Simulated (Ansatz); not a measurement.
Cost and result for the atomization energy of ClGeH₅Sn (`[Cl][SnH2][GeH3]`) (8 atoms, 7 bonds).

The species carries charge 0 and has multiplicity 1. Correlated methods include outer-core shells of Ge, Sn, which these sets cover unevenly. Scalar relativity is left out up to krypton. Sn takes the def2 core potential. Geometry: relaxed with PBE0-D4/def2-TZVP. Program: Ansatz. All runs use 4 threads of a server CPU on a shared host. Times are those of one run each, without the atoms' runs, and a repeat can differ threefold. Electronic energies, without spin–orbit coupling; frozen cores. CCSD(T)/CBS adds CCSD(T) − MP2 in def2-TZVPP to the MP2 limit, and its time is that of the two runs behind it. T1 = 0.012. With those shells the extrapolation isn't a true limit.

CCSD(T)/CBS is a level of theory with its own doubt, some kJ/mol a heavy atom from the limit and from the frozen cores, so smaller differences don't rank the functionals.

```csv
level,functions,wall time
revPBE-D4/def2-TZVPP,210,2 s
BLYP-D4/def2-TZVPP,210,2.4 s
PBE0-D4/def2-TZVPP,210,3.2 s
BHLYP-D4/def2-TZVPP,210,3.5 s
CAM-B3LYP-D4/def2-TZVPP,210,3.9 s
r2SCAN-D4/def2-TZVPP (with forces),210,5.5 s
CCSD(T)/def2-SVP,101,6 s
ωB97X-V/def2-TZVPP,210,8.5 s
B97M-V/def2-TZVPP,210,9 s
ωB97M-V/def2-TZVPP (with forces),210,13 s
MP2/def2-QZVPP,391,19 s
CCSD(T)/def2-TZVPP,210,2.2 min
CCSD(T)/CBS(def2),–,2.5 min
```

(1) What atomization energy does each give, and how far from CCSD(T)/CBS? (Best estimate.)

Answers

(1) The calculation gave: 
```tsv
level	atomization (kcal/mol)	difference from CCSD(T)/CBS	per bond
revPBE-D4/def2-TZVPP	453.1	-23.4	-3.3
BLYP-D4/def2-TZVPP	458.3	-18.2	-2.6
PBE0-D4/def2-TZVPP	462.7	-13.8	-2.0
BHLYP-D4/def2-TZVPP	461.9	-14.6	-2.1
CAM-B3LYP-D4/def2-TZVPP	468.7	-7.8	-1.1
r2SCAN-D4/def2-TZVPP (with forces)	470.9	-5.6	-0.8
CCSD(T)/def2-SVP	436.1	-40.4	-5.8
ωB97X-V/def2-TZVPP	476.8	0.3	0.0
B97M-V/def2-TZVPP	483.2	6.7	1.0
ωB97M-V/def2-TZVPP (with forces)	467.9	-8.6	-1.2
MP2/def2-QZVPP	461.9	-14.6	-2.1
CCSD(T)/def2-TZVPP	464.2	-12.3	-1.8
CCSD(T)/CBS(def2)	476.5	0.0	0.0
```

At CCSD(T), def2-SVP lies −40.5 kcal/mol from the extrapolated value and def2-TZVPP −12.4 kcal/mol: correlation converges slowly with the basis, and small sets miss more of it in the bonded molecule than in its fragments. From BLYP to BHLYP (50 % exact exchange), in def2-TZVPP and without D4, the atomization energy moves by +5.8 kcal/mol. The D4 term adds +6.9 kcal/mol with B3LYP and +3.6 kcal/mol with PBE0; it sums over pairs of atoms, weighted by their polarisabilities, and B3LYP, whose exchange is more repulsive, gets the larger term.

B3LYP here is the variant with VWN-RPA as its local correlation; programs differ in this.

Spin–orbit coupling would lower the free Sn atoms strongly, and the atomization energy with them, by more than many differences here. For some Ge, Se and Sn compounds the MP2-based and the directly extrapolated limit differ by 10 to 25 kJ/mol.
